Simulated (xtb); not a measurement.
C$_{5}$H$_{7}$ (SMILES [CH]1CC12CC2), doublet, geometry from GFN2-xTB; GFN2-xTB (xtb).

xtb was given this input:
```
$ xtb mol.xyz --gfn 2 --uhf 1 --opt --json

# file mol.xyz
12

C     -0.00592064     0.06255727     0.04919876
C      0.05276925     0.74146840     1.29776337
C     -0.04143606    -0.73565075     1.32173897
C      0.71684363     0.01914460    -1.25871358
C     -0.78709602     0.06699964    -1.21998696
H      0.71989492     1.44391333     1.74538562
H     -0.98300469    -1.19090749     1.60534724
H      0.81949464    -1.32985821     1.61492175
H      1.19255360    -0.91053662    -1.53692256
H      1.25302117     0.90112219    -1.57731201
H     -1.33584518    -0.82610055    -1.48128458
H     -1.27707539     0.98525249    -1.51013864
```

Question: Write the output that xtb gives for this input, abridged.

Answer: 
```
   ID    Z sym.   atoms
    1    6 C      1-5
    2    1 H      6-12

           -------------------------------------------------
          |                Calculation Setup                |
           -------------------------------------------------

           -------------------------------------------------
          |                 G F N 2 - x T B                 |
           -------------------------------------------------

          ...................................................
          :                      SETUP                      :
          :.................................................:
          :  # basis functions                  27          :
          :  # atomic orbitals                  27          :
          :  # shells                           17          :
          :  # electrons                        27          :
          :  max. iterations                   250          :
          :  Hamiltonian                  GFN2-xTB          :
          :  restarted?                      false          :
          :  GBSA solvation                  false          :
          :  PC potential                    false          :
          :  electronic temp.          300.0000000     K    :
          :  accuracy                    1.0000000          :
          :  -> integral cutoff          0.2500000E+02      :
          :  -> integral neglect         0.1000000E-07      :
          :  -> SCF convergence          0.1000000E-05 Eh   :
          :  -> wf. convergence          0.1000000E-03 e    :
          :  Broyden damping             0.4000000          :
          :  net charge                          0          :
          :  unpaired electrons                  1          :
          ...................................................

 iter      E             dE          RMSdq      gap      omega  full diag
   1    -14.3433003 -0.143433E+02  0.276E+00    7.37       0.0  T
   2    -14.3580612 -0.147610E-01  0.169E+00    7.12       1.0  T
   3    -14.3580788 -0.175343E-04  0.598E-01    7.48       1.0  T
   4    -14.3588120 -0.733233E-03  0.247E-01    7.18       1.0  T
   5    -14.3592220 -0.410059E-03  0.457E-02    7.29       1.0  T
   6    -14.3592221 -0.403308E-07  0.197E-02    7.30       1.5  T
   7    -14.3592228 -0.727783E-06  0.144E-03    7.30      20.1  T
   8    -14.3592228 -0.159149E-08  0.692E-04    7.30      41.7  T
   9    -14.3592228 -0.626683E-09  0.140E-04    7.30     205.8  T

   *** convergence criteria satisfied after 9 iterations ***

         :::::::::::::::::::::::::::::::::::::::::::::::::::::
         ::                     SUMMARY                     ::
         :::::::::::::::::::::::::::::::::::::::::::::::::::::
         :: total energy             -14.119958962633 Eh    ::
         :: gradient norm              0.000129347140 Eh/a0 ::
         :: HOMO-LUMO gap              7.296264790458 eV    ::
         ::.................................................::
         :: SCC energy               -14.359216430047 Eh    ::
         :: -> isotropic ES            0.002361007886 Eh    ::
         :: -> anisotropic ES          0.003055252591 Eh    ::
         :: -> anisotropic XC          0.009825438291 Eh    ::
         :: -> dispersion             -0.005928343251 Eh    ::
         :: repulsion energy           0.239257467413 Eh    ::
         :: add. restraining           0.000000000000 Eh    ::
         :: total charge              -0.000000000000 e     ::
         :::::::::::::::::::::::::::::::::::::::::::::::::::::

      -----------------------------------------------------------
     |                   =====================                   |
     |                        A N C O P T                        |
     |                   =====================                   |
     |               Approximate Normal Coordinate               |
     |                Rational Function Optimizer                |
      -----------------------------------------------------------
      -----------------------------------------------------------
     |                   =====================                   |
     |                        A N C O P T                        |
     |                   =====================                   |
     |               Approximate Normal Coordinate               |
     |                Rational Function Optimizer                |
      -----------------------------------------------------------

          ...................................................
          :                      SETUP                      :
          :.................................................:
          :   optimization level            normal          :
          :   max. optcycles                   200          :
          :   ANC micro-cycles                  20          :
          :   degrees of freedom                30          :
          :.................................................:
          :   RF solver                   davidson          :
          :   write xtbopt.log                true          :
          :   linear?                        false          :
          :   energy convergence         0.5000000E-05 Eh   :
          :   grad. convergence          0.1000000E-02 Eh/α :
          :   maxmium RF displ.          1.0000000          :
          :   Hlow (freq-cutoff)         0.1000000E-01      :
          :   Hmax (freq-cutoff)         5.0000000          :
          :   S6 in model hess.         20.0000000          :
          ...................................................

generating ANC from exact Hessian ...
Using Lindh-Hessian (1995)
 Shifting diagonal of input Hessian by    8.0268857473399409E-004
 Lowest  eigenvalues of input Hessian
    0.000000    0.000000    0.000000    0.000000    0.000000    0.000000
    0.010000    0.024669    0.025812    0.034368    0.040721    0.043265
    0.044021    0.061778    0.087965    0.091216    0.123183    0.170742
[...]
 * total energy  :   -14.1199590 Eh     change       -0.6259526E-10 Eh
   *** GEOMETRY OPTIMIZATION CONVERGED AFTER 1 ITERATIONS ***
         :: total energy             -14.119958962697 Eh    ::
[...]
         :: -> isotropic ES            0.002361110006 Eh    ::
         :: -> anisotropic ES          0.003055241166 Eh    ::
         :: -> anisotropic XC          0.009825430204 Eh    ::
         :: -> dispersion             -0.005928339702 Eh    ::
         :: repulsion energy           0.239257467413 Eh    ::
         :: add. restraining           0.000000000000 Eh    ::
         :: total charge               0.000000000000 e     ::
         :::::::::::::::::::::::::::::::::::::::::::::::::::::

           -------------------------------------------------
          |                Property Printout                |
           -------------------------------------------------

    * Orbital Energies and Occupations

         #    Occupation            Energy/Eh            Energy/eV
      -------------------------------------------------------------
         1        2.0000           -0.6513126             -17.7231
         2        2.0000           -0.6291334             -17.1196
         3        2.0000           -0.5707615             -15.5312
         4        2.0000           -0.5595867             -15.2271
         5        2.0000           -0.5396780             -14.6854
         6        2.0000           -0.5178356             -14.0910
         7        2.0000           -0.5083338             -13.8325
         8        2.0000           -0.4938202             -13.4375
         9        2.0000           -0.4526133             -12.3162
        10        2.0000           -0.4512519             -12.2792
        11        2.0000           -0.4190056             -11.4017
        12        2.0000           -0.4139429             -11.2640
        13        2.0000           -0.4099574             -11.1555
        14        1.0000           -0.3107134              -8.4549 (HOMO)
        15                         -0.0425805              -1.1587 (LUMO)
        16                         -0.0363144              -0.9882
        17                          0.0706858               1.9235
        18                          0.1018683               2.7720
        19                          0.1297149               3.5297
        20                          0.1837361               4.9997
        21                          0.2116758               5.7600
        22                          0.2306219               6.2755
        23                          0.2713178               7.3829
        24                          0.3129415               8.5156
        25                          0.3450838               9.3902
       ...                                ...                  ...
        27                          0.5560229              15.1302
      -------------------------------------------------------------
                  HL-Gap            0.2681329 Eh            7.2963 eV
             Fermi-level           -0.2684911 Eh           -7.3060 eV

     #   Z          covCN         q      C6AA      α(0)
     1   6 C        3.911     0.032    19.972     6.352
     2   6 C        2.885    -0.088    30.203     9.010
     3   6 C        3.805    -0.063    21.715     6.634
     4   6 C        3.805    -0.067    21.775     6.643
     5   6 C        3.805    -0.064    21.720     6.635
     6   1 H        0.927     0.036     2.502     2.473
     7   1 H        0.925     0.038     2.474     2.460
     8   1 H        0.925     0.024     2.671     2.556
     9   1 H        0.926     0.037     2.485     2.465
    10   1 H        0.926     0.036     2.499     2.472
    11   1 H        0.926     0.038     2.478     2.462
    12   1 H        0.926     0.040     2.451     2.448

 Mol. C6AA /au·bohr⁶  :       1223.724037
 Mol. C8AA /au·bohr⁸  :      27922.850383
 Mol. α(0) /au        :         52.609022

Wiberg/Mayer (AO) data.
largest (>0.10) Wiberg bond orders for each atom

 ---------------------------------------------------------------------------
     #   Z sym  total        # sym  WBO       # sym  WBO       # sym  WBO
 ---------------------------------------------------------------------------
     1   6 C    3.928 --     2 C    1.133     3 C    0.938     5 C    0.927
                             4 C    0.914
     2   6 C    3.298 --     1 C    1.133     3 C    1.021     6 H    0.971
     3   6 C    3.938 --     2 C    1.021     7 H    0.962     8 H    0.961
                             1 C    0.938
     4   6 C    3.939 --     5 C    0.978    10 H    0.978     9 H    0.974
                             1 C    0.914
     5   6 C    3.941 --     4 C    0.978    11 H    0.977    12 H    0.975
                             1 C    0.927
     6   1 H    0.999 --     2 C    0.971
     7   1 H    0.998 --     3 C    0.962
     8   1 H    0.999 --     3 C    0.961
     9   1 H    0.999 --     4 C    0.974
    10   1 H    0.999 --     4 C    0.978
    11   1 H    0.999 --     5 C    0.977
    12   1 H    0.998 --     5 C    0.975
 ---------------------------------------------------------------------------

Topologies differ in total number of bonds
Writing topology from bond orders to xtbtopo.mol

molecular dipole:
                 x           y           z       tot (Debye)
 q only:       -0.006      -0.077      -0.193
   full:        0.143      -0.161      -0.238       0.816
molecular quadrupole (traceless):
                xx          xy          yy          xz          yz          zz
 q only:        0.183       0.240       0.043       0.134      -0.335      -0.226
  q+dip:        0.240       0.978       1.159       0.933      -0.332      -1.398
   full:        0.572       0.684       0.724       0.755      -0.549      -1.296

optimized geometry written to: xtbopt.xyz

           -------------------------------------------------
          | TOTAL ENERGY              -14.119958962697 Eh   |
          | GRADIENT NORM               0.000129111274 Eh/α |
          | HOMO-LUMO GAP               7.296266674454 eV   |
           -------------------------------------------------

normal termination of xtb
```
